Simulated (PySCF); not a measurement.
Y(OH)2 (H2O2Y), SMILES [OH][Y][OH] (connectivity only; charge and spin as stated), neutral, multiplicity 2.

Coordinates come from a r2SCAN-D4/def2-TZVP optimisation. The def2 effective core potentials stand for the cores of Y; spin–orbit coupling is left out. The values are those of a single conformer.

Two levels are set side by side: PBE/def2-TZVPD (PySCF) and B3LYP/def2-TZVPD (PySCF). Same geometry, gas phase. Differences are taken from unrounded values.

```
quantity                     B3LYP    PBE  PBE minus B3LYP
---------------------------  -----  -----  ---------------
α-spin orbital gap (eV)       2.55   1.41            -1.14
β-spin orbital gap (eV)       6.26   4.68            -1.58
dipole moment (D)             0.21   0.36             0.14
mean polarisability (bohr³)  117.6  126.5              8.9
```

Loosely held outer electrons make PBE densities more polarisable. Differences between two approximate levels are no errors against the true value.

Rough cost on one machine, each run with all the roots and properties that it gave: B3LYP against PBE within a factor of 2.
